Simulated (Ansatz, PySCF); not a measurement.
Energy difference R1 + R2 → P1 + P2, each structure at its B3LYP-D3(BJ)/def2-TZVP stationary point, reached from a drawn start (curvature not checked).
P1, H2O (SMILES O) (charge 0, multiplicity 1):
```xyz
3

O      0.000     0.000     0.390
H      0.000     0.765    -0.195
H      0.000    -0.765    -0.195
```
R1, OH (SMILES [OH]) (charge 0, multiplicity 2):
```xyz
2

O      0.0000     0.0000     0.4884
H      0.0000     0.0000    -0.4884
```
R2, C2H6O (SMILES COC) (charge 0, multiplicity 1):
```json
[
 {"atom": "C", "x (Å)": "1.1684", "y (Å)": "0.0559", "z (Å)": "-0.0835"},
 {"atom": "O", "x (Å)": "-0.0359", "y (Å)": "0.2560", "z (Å)": "-0.7878"},
 {"atom": "C", "x (Å)": "-1.1724", "y (Å)": "-0.0275", "z (Å)": "-0.0041"},
 {"atom": "H", "x (Å)": "1.2719", "y (Å)": "-0.9863", "z (Å)": "0.2472"},
 {"atom": "H", "x (Å)": "1.2303", "y (Å)": "0.7066", "z (Å)": "0.7993"},
 {"atom": "H", "x (Å)": "1.9868", "y (Å)": "0.2968", "z (Å)": "-0.7603"},
 {"atom": "H", "x (Å)": "-1.1789", "y (Å)": "-1.0737", "z (Å)": "0.3303"},
 {"atom": "H", "x (Å)": "-2.0498", "y (Å)": "0.1529", "z (Å)": "-0.6234"},
 {"atom": "H", "x (Å)": "-1.2205", "y (Å)": "0.6192", "z (Å)": "0.8824"}
]
```
P2: C2H5O (SMILES [CH2]OC), charge 0, multiplicity 2.

P less R. No zero-point or thermal terms; singlets are restricted closed shells; open shells are unrestricted; no spin–orbit coupling.

Cores are frozen in the correlated methods.

Codes used: Ansatz (a quantum-chemistry and plane-wave program); PySCF for the D3/D4 terms. All values are computed, each at the level named.

Total energies in hartree:

```json
[
 {"structure": "P1", "PBE/def2-TZVPP": "-76.380147", "B3LYP-D3(BJ)/def2-TZVPP": "-76.467236", "CCSD(T)/cc-pVTZ": "-76.332115"},
 {"structure": "R1", "PBE/def2-TZVPP": "-75.683357", "B3LYP-D3(BJ)/def2-TZVPP": "-75.770086", "CCSD(T)/cc-pVTZ": "-75.637695"},
 {"structure": "R2", "PBE/def2-TZVPP": "-154.890306", "B3LYP-D3(BJ)/def2-TZVPP": "-155.102978", "CCSD(T)/cc-pVTZ": "-154.776737"},
 {"structure": "P2", "PBE/def2-TZVPP": "-154.233964", "B3LYP-D3(BJ)/def2-TZVPP": "-154.439953", "CCSD(T)/cc-pVTZ": "-154.113554"}
]
```

Question: Work out the reaction energy at each level in kcal/mol (1 hartree = 627.50947 kcal/mol), and say how far PBE/def2-TZVPP lies from CCSD(T)/cc-pVTZ.

Answer: 
- PBE/def2-TZVPP: (-76.380147) + (-154.233964) − (-75.683357) − (-154.890306) = -0.040448 hartree = -25.38 kcal/mol
- B3LYP-D3(BJ)/def2-TZVPP: (-76.467236) + (-154.439953) − (-75.770086) − (-155.102978) = -0.034125 hartree = -21.41 kcal/mol
- CCSD(T)/cc-pVTZ: (-76.332115) + (-154.113554) − (-75.637695) − (-154.776737) = -0.031237 hartree = -19.60 kcal/mol
PBE/def2-TZVPP less CCSD(T)/cc-pVTZ: -5.78 kcal/mol. CCSD(T)/cc-pVTZ is the level counted from, the highest shown, and no exact or measured value.
